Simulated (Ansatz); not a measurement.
Consider the ligand exchange at the Al–Br bond: `[Br][AlH][Br]` + H₂S → `[SH][AlH][Br]` + HBr.

Computed with Ansatz on PBE0-D4/def2-TZVP structures; ΔE is electronic, products minus reactants. CBS: MP2 limit from def2 TZ/QZ plus the TZ coupled-cluster correction, frozen cores. This one scheme is used for every species. For Br outer-core shells are correlated without core-valence functions, which leaves a few kJ/mol of doubt a bond. Scalar relativity is left out up to krypton. One conformer a species, not always the lowest.

```tsv
species	CCSD(T)/CBS(def2) energy (Eh)
`[Br][AlH][Br]`	-5389.38299
H₂S	-398.97279
`[SH][AlH][Br]`	-3214.41891
HBr	-2573.91920
```

Work out ΔE.

ΔE = (-3214.41891) + (-2573.91920) − (-5389.38299) − (-398.97279) = 0.01767 Eh = +46.4 kJ/mol.

Largest T1 diagnostic among the species: 0.009.

Leaving LDA and LC-ωPBE aside and taking each functional with its dispersion term where it has one, the values, not all of them listed here, spread over 10.0 kJ/mol, from revPBE-D4 to BHLYP-D4. From BLYP to BHLYP (50 % exact exchange), in def2-TZVPP and without D4, ΔE moves by +6.4 kJ/mol.
